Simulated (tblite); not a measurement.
C3H7FO2S.
Numbering: `[CH3:1][C@H:2]([F:3])[S:4]([CH3:5])(=[O:6])=[O:7]` (hydrogens: H8, H9, H10 on C1; H11 on C2; H12, H13, H14 on C5)

Computed with GFN2-xTB (tblite), gas phase: nudged elastic band of 9 images (0 to 8), spring 0.2 eV/Å², climbing image at the end, force threshold 0.05 eV/Å. No saddle search or frequency run followed, so the top image need not be a first-order saddle, and its height can exceed the method's true barrier by a kcal/mol or more.

Path: rotation about C2–S4 (sp3 C–F carbon, sulfonyl sulfur), followed by the dihedral C1–C2–S4–C5. Start geometry (image 0):
```
atom  x, y, z in Å
C1      2.036   -0.210   -0.223
C2      0.704   -0.466    0.427
F3      0.215   -1.710    0.132
S4     -0.528    0.742   -0.258
C5     -2.138    0.008    0.136
O6     -0.373    0.802   -1.681
O7     -0.368    1.961    0.486
H8      1.916   -0.274   -1.303
H9      2.361    0.793    0.036
H10     2.780   -0.934    0.104
H11     0.702   -0.356    1.514
H12    -2.898    0.673   -0.257
H13    -2.190   -0.960   -0.345
H14    -2.218   -0.071    1.212
```

The converged band, energies from image 0, some withheld:

```
image  dihedral (°)  C1–C2 (Å)  C2–S4 (Å)  S4–C5 (Å)  C1–C2–S4 (°)  C2–S4–C5 (°)  E (cm⁻¹)
    0           161      1.504      1.856      1.812         108.5         104.2         0
    1           178      1.503      1.854      1.814         108.3         103.7       122
    2          -166      1.504      1.858      1.815         108.2         103.6       474
    3          -149      1.504      1.866      1.816         108.3         103.5       946
    4          -133      1.504      1.874      1.817         108.5         103.5         ?
    5          -116      1.504      1.878      1.818         108.7         103.3         ?
    6          -100      1.504      1.875      1.819         108.8         103.2      1485
    7           -84      1.504      1.868      1.819         108.8         103.2      1338
    8           -70      1.506      1.862      1.818         109.9         103.6         ?
```

**Question.** Estimate the withheld energies, and name the highest image.

**Answer.** image 4: 1353 cm⁻¹; image 5: 1538 cm⁻¹; image 8: 1237 cm⁻¹. The highest is image 5.

**Question.** Between which neighbours does the energy rise most, and fall most?

**Answer.** It rises most from image 2 to 3 (+472 cm⁻¹) and falls most from image 6 to 7 (-147 cm⁻¹).

**Question.** Give the height of the top above the start in other units, and in kT at 298.15 K.

**Answer.** 0.1907 eV = 4.40 kcal/mol = 18.4 kJ/mol = 1538 cm⁻¹, or 7.4 kT.

What follows is the cost of the whole band run. Rough CPU time on one thread of a shared machine: about 5 s.
